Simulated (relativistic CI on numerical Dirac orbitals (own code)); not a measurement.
**Pt³⁺ (5d7) in a crystal field**

Calculated by Dirac-Coulomb-Breit CI, orbitals from a KLI potential per configuration, model QED, valence Slater integrals scaled by 0.65, one configuration in a parametric crystal field (own radial code).

Field parameters in Wybourne normalisation: D4h B²₀ = −7Ds, B⁴₀ = 21(Dq − Dt), B⁴₄ = 21√(5/14) Dq. The field is a parameter set, without covalency.

S is read from ⟨S²⟩ = S(S + 1).

Powder χT (cm³ K mol⁻¹) by Van Vleck's formula, with temperature-independent terms:

```
                                       Field    2 K    5 K   10 K   20 K   50 K  100 K  200 K  300 K
D4h, 10Dq = 43100, Ds = -1500, Dt = -80 cm⁻¹  0.542  0.542  0.543  0.544  0.546   0.55  0.557  0.565
D4h, 10Dq = 43100, Ds = -1090, Dt = -80 cm⁻¹  0.541  0.542  0.542  0.543  0.545  0.549  0.557  0.564
 D4h, 10Dq = 43100, Ds = -680, Dt = -80 cm⁻¹  0.541  0.541  0.541  0.542  0.544  0.548  0.556  0.564
 D4h, 10Dq = 43100, Ds = -270, Dt = -80 cm⁻¹   0.54   0.54  0.541  0.542  0.544  0.548  0.556  0.564
  D4h, 10Dq = 43100, Ds = 140, Dt = -80 cm⁻¹  0.538  0.539  0.539  0.541  0.545   0.55  0.559  0.567
  D4h, 10Dq = 43100, Ds = 550, Dt = -80 cm⁻¹  0.539  0.539   0.54  0.541  0.543  0.547  0.555  0.563
  D4h, 10Dq = 43100, Ds = 950, Dt = -80 cm⁻¹   0.54   0.54  0.541  0.542  0.544  0.548  0.555  0.563
 D4h, 10Dq = 43100, Ds = 1360, Dt = -80 cm⁻¹  0.541  0.541  0.542  0.543  0.545  0.549  0.556  0.564
```

(1) For D4h, 10Dq = 43100, Ds = 550, Dt = -80 cm⁻¹: what effective moment follows at 300 K?

Results:

(1) μ_eff = √(8χT) = 2.12 μB. The ground level has S = 0.55; the spin-only moment for S = 1/2 is 1.73 μB. The difference comes from the orbital moment, spin-orbit mixing of terms and temperature-independent paramagnetism, all larger in this ionic model than in covalent complexes.
